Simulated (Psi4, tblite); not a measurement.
Two rigid molecules brought together: C2H4 ··· H4O4Si (SMILES C=C and O[Si](O)(O)O). Monomers: optimised at B3LYP-D3(BJ) (def2-TZVP), held rigid. Orientation: lowest of the rigid-body minima from ten starts at GFN2-xTB. Only R, the distance of the centres of mass, is varied, so the lowest point isn't the relaxed dimer.

- GFN2-xTB (tblite)
- SAPT0/jun-cc-pVDZ, frozen core (Psi4)

Interaction energies in kcal/mol; the last columns give the difference from SAPT0:

```
R / Å  GFN2-xTB  SAPT0/jun-cc-pVDZ  GFN2-xTB − SAPT0/jun-cc-pVDZ
-----  --------  -----------------  ----------------------------
3.24       3.29               8.70                         -5.41
3.44      -0.96               2.29                         -3.25
3.67      -2.79              -1.25                         -1.54
3.84      -3.07              -2.40                         -0.67
4.03      -2.90              -2.87                         -0.03
4.22      -2.54              -2.88                          0.34
4.56      -1.87              -2.40                          0.53
4.80      -1.48              -1.96                          0.48
5.33      -0.88              -1.16                          0.28
6.07      -0.43              -0.55                          0.11
7.02      -0.18              -0.23                          0.04
8.36      -0.06              -0.08                          0.02
```

GFN2-xTB is furthest from SAPT0/jun-cc-pVDZ at 3.24 (-5.41 kcal/mol, below); its mean absolute difference over the points is 1.06 kcal/mol.
